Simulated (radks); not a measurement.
Problem. All-electron atom: Ti II in [Ar] 3d2 4s1. Calculated with a radial shooting solver on a logarithmic mesh with Libxc functionals: non-relativistic Kohn-Sham, PBEsol, spin-polarised, spherical densities, point nucleus; open shells are filled with parallel spins first. Some entries of the table are withheld. Estimate them.

| orbital | occ. | eigenvalue (hartree) | <r> (bohr) |
|---|---|---|---|
| 1s up | 1 | -177.7864 | 0.07023 |
| 1s down | 1 | -177.7854 | 0.07023 |
| 2s up | 1 | -19.75337 | 0.3281 |
| 2s down | 1 | -19.73031 | 0.3278 |
| 2p up | 3 | -16.54960 | 0.2912 |
| 2p down | 3 | -16.53174 | 0.2909 |
| 3s up | 1 | -2.55715 | (1) |
| 3s down | 1 | -2.48792 | (2) |
| 3p up | 3 | -1.71523 | 1.090 |
| 3p down | 3 | -1.64515 | 1.088 |
| 3d up | 2 | (3) | 1.504 |
| 4s up | 1 | -0.40020 | 3.134 |
| 3d down | 0 | (4) | 1.491 |
| 4p up | 0 | -0.25837 | (5) |

Solution. 
(1) 3s up <r> (bohr): 1.016
(2) 3s down <r> (bohr): 1.015
(3) 3d up eigenvalue (hartree): -0.45093
(4) 3d down eigenvalue (hartree): -0.37646
(5) 4p up <r> (bohr): 3.812
